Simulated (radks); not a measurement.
Fractional charge and spin in the 6s shell of lutetium: the spin-up occupation runs from 0 to 1 and the spin-down occupation from 0 to 1; the fullest corner is Lu+, [Xe] 4f14 6s(up 1, down 1). Method: scalar-relativistic Kohn-Sham, r2SCAN, spin-polarised, spherical densities, finite nucleus; meta-GGA in the generalised Kohn-Sham scheme; Fermi nuclear charge, rms radius of each element as measured or else 0.836 A^(1/3) + 0.57 fm; computed with a radial shooting solver on a logarithmic mesh with Libxc functionals. Energy (eV) above the fullest corner. The planes named below are the two flat planes that join the four corners, with an edge along up + down = one added electron.

down \ up       0     0.5       1
0          34.583  23.488  13.694
0.5        23.488  14.227   6.232
1          13.694   6.232   0.000

Corners above the fullest one (they belong to Lu2+ and the next ion): (up 1, down 0) 13.694 eV, (up 0, down 1) 13.694 eV, (up 0, down 0) 34.583 eV. With half an added electron in each spin the energy lies 0.532 eV from the planes (fractional-spin error, the static-correlation error of a stretched bond), and with half an added electron in spin up alone -0.650 eV (fractional-charge error). For a frontier s shell over closed shells the exact functional lies on the planes.
